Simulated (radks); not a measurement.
Kr II, configuration [Ar] 3d10 4s2 4p4.75 4f0.25 (fractional occupations, a model configuration). Calculated with a radial shooting solver on a logarithmic mesh with Libxc functionals: Dirac Kohn-Sham, PBE, spin-unpolarised, spherical densities, finite nucleus; open shells are shared between the two j in proportion to 2j + 1; Fermi nuclear charge, rms radius 4.1884 fm.

Spin-orbit splittings of the eigenvalues, e(l+1/2) - e(l-1/2), with zeta = 2 splitting/(2l+1) and mean radii in bohr:

shell  occ.  splitting (eV)  zeta (eV)  <r> j=l-1/2  <r> j=l+1/2
2p        6           53.83      35.89       0.1573       0.1613
3p        6           7.919      5.279       0.5333       0.5438
3d       10           1.304     0.5216       0.5530       0.5569
4p     4.75               ?          ?        1.781        1.816
4f     0.25       5.754e-06  1.644e-06        12.01        12.01

Estimate the 4p splitting.

Answer. 0.7381 eV (zeta = 0.4921 eV).
